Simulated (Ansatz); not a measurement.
Reaction (hydrogenolysis of a C–I bond): `OC(O)(Br)I` + H₂ → `OC(O)Br` + HI

Gas-phase electronic energies from Ansatz, PBE0-D4/def2-TZVP geometries. CCSD(T)/CBS is the MP2 limit (def2-TZVPP, def2-QZVPP) plus CCSD(T) − MP2 in def2-TZVPP, frozen cores. This one scheme is used for every species. Elements past krypton have def2 core potentials. For Br, I outer-core shells are correlated without core-valence functions, which leaves a few kJ/mol of doubt a bond. Scalar relativity is left out up to krypton. One conformer a species, not always the lowest.

```tsv
species	HF/def2-TZVPP energy (Eh)
`OC(O)(Br)I`	-3057.89134
H₂	-1.13290
`OC(O)Br`	-2761.83252
HI	-297.24257
```

Question: Work out ΔE.

Answer: ΔE = (-2761.83252) + (-297.24257) − (-3057.89134) − (-1.13290) = -0.05085 Eh = -133.5 kJ/mol. CCSD(T)/CBS gives -80.8 kJ/mol.

Largest T1 diagnostic among the species: 0.010.

Leaving LDA and LC-ωPBE aside and taking each functional with its dispersion term where it has one, the values, not all of them listed here, spread over 29.6 kJ/mol, from BHLYP-D4 to revPBE-D4. LDA lies +5.4 kJ/mol from PBE without D4. From r2SCAN to r2SCAN0 (25 % exact exchange), in def2-TZVPP and without D4, ΔE moves by −11.3 kJ/mol.
